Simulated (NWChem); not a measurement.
System: C₂H₃F₃Si; SMILES C(=C(F)[SiH3])(F)F

The following NWChem deck was run.

```
start job
memory heap 200 mb stack 900 mb global 1100 mb
geometry units angstroms noautoz
  F     -1.508348     1.115457     0.000000
  C     -0.182755     1.020651     0.000000
  F      0.394468     2.207023     0.000000
  C      0.443616    -0.156877     0.000000
  F      1.806302    -0.126264     0.000000
  Si    -0.398354    -1.841081     0.000000
  H      0.683483    -2.854223     0.000000
  H     -1.251762    -2.002338     1.204976
  H     -1.251762    -2.002338    -1.204976
end
basis spherical
  * library def2-tzvp
end
dft
  xc r2scan
  iterations 150
  semidirect filesize 400000000
  mulliken
end
task dft energy
```

Output (shortened):

```
             Northwest Computational Chemistry Package (NWChem) 7.3.0
             --------------------------------------------------------

 CS  symmetry detected

                             Geometry "geometry" -> ""
                             -------------------------

 Output coordinates in angstroms (scale by  1.889725989 to convert to a.u.)

  No.       Tag          Charge          X              Y              Z
 ---- ---------------- ---------- -------------- -------------- --------------
    1 F                    9.0000    -1.51911259     1.08693797     0.00000000
    2 C                    6.0000    -0.19321170     0.99653991     0.00000000
    3 F                    9.0000     0.38006358     2.18482454     0.00000000
    4 C                    6.0000     0.43707096    -0.17889898     0.00000000
    5 F                    9.0000     1.79964765    -0.14375540     0.00000000
    6 Si                  14.0000    -0.39929463    -1.86589311     0.00000000
    7 H                    1.0000     0.68590495    -2.87543255     0.00000000
    8 H                    1.0000    -1.25216176    -2.02998669     1.20497600
    9 H                    1.0000    -1.25216176    -2.02998669    -1.20497600

 Effective nuclear repulsion energy (a.u.)     295.5525843535

      Symmetry information
      --------------------

 Group name             Cs
 Group number              2
 Group order               2
 No. of unique centers     8

                                 NWChem DFT Module
                                 -----------------

 Summary of "ao basis" -> "ao basis" (spherical)
 ------------------------------------------------------------------------------
       Tag                 Description            Shells   Functions and Types
 ---------------- ------------------------------  ------  ---------------------
 F                         def2-tzvp                11       31   5s3p2d1f
 C                         def2-tzvp                11       31   5s3p2d1f
 Si                        def2-tzvp                13       37   5s5p2d1f
 H                         def2-tzvp                 4        6   3s1p

      Symmetry analysis of basis
      --------------------------

        a'        141
        a"         69

            General Information
            -------------------
          SCF calculation type: DFT
          Wavefunction type:  closed shell.
          No. of atoms     :     9
          No. of electrons :    56
           Alpha electrons :    28
            Beta electrons :    28
          Charge           :     0
          Spin multiplicity:     1
          Use of symmetry is: on ; symmetry adaption is: on
          Maximum number of iterations: 150
          AO basis - number of functions:   210
                     number of shells:    80
          Convergence on energy requested:  1.00D-06
          Convergence on density requested:  1.00D-05
          Convergence on gradient requested:  5.00D-04

              XC Information
              --------------
                      r^2SCAN Method XC Functional
               r^2SCAN metaGGA Exchange Functional  1.000
                     r^2SCAN Correlation Potential  1.000

             Grid Information
             ----------------
          Grid used for XC integration:  medium
          Radial quadrature: Mura-Knowles
          Angular quadrature: Lebedev.
          Tag              B.-S. Rad. Rad. Pts. Rad. Cut. Ang. Pts.
          ---              ---------- --------- --------- ---------
          F                   0.50       49          13.0       434
          C                   0.70       49          11.0       434
          Si                  1.10       88          10.0       590
          H                   0.35       45          11.0       434
          Grid pruning is: on
          Number of quadrature shells:   423
          Spatial weights used:  Erf1

      Superposition of Atomic Density Guess
      -------------------------------------

 Sum of atomic energies:        -663.93172961

      Non-variational initial energy
      ------------------------------

 Total energy =    -665.912412
 1-e energy   =   -1509.280215
 2-e energy   =     547.815219
 HOMO         =      -0.235164
 LUMO         =       0.047599

      Symmetry analysis of molecular orbitals - initial
      -------------------------------------------------

  Numbering of irreducible representations:

     1 a'          2 a"

  Orbital symmetries:

     1 a'          2 a'          3 a'          4 a'          5 a'
     6 a'          7 a'          8 a'          9 a"         10 a'
    11 a'         12 a'         13 a'         14 a'         15 a'
    16 a'         17 a'         18 a'         19 a"         20 a"
    21 a'         22 a"         23 a'         24 a'         25 a"
    26 a'         27 a'         28 a"         29 a'         30 a"
    31 a'         32 a'         33 a'         34 a"         35 a'
    36 a'         37 a"         38 a'

------------------------------------------------------------
EAF file 0: "./job.aoints.0" size=423624704 bytes
------------------------------------------------------------
               write      read    awrite     aread      wait
               -----      ----    ------     -----      ----
     calls:      808         0         0         0         0
   data(b): 4.24e+08  0.00e+00  0.00e+00  0.00e+00
   time(s): 0.00e+00  0.00e+00  0.00e+00  0.00e+00  0.00e+00
rate(mb/s): 0.00e+00  0.00e+00
------------------------------------------------------------

     ---------------------------------------------
      Total Density - Mulliken Population Analysis
     ---------------------------------------------

[...]
```

Level: r2SCAN/def2-TZVP. Geometry: optimised at B3LYP/6-31G* (spherical d).
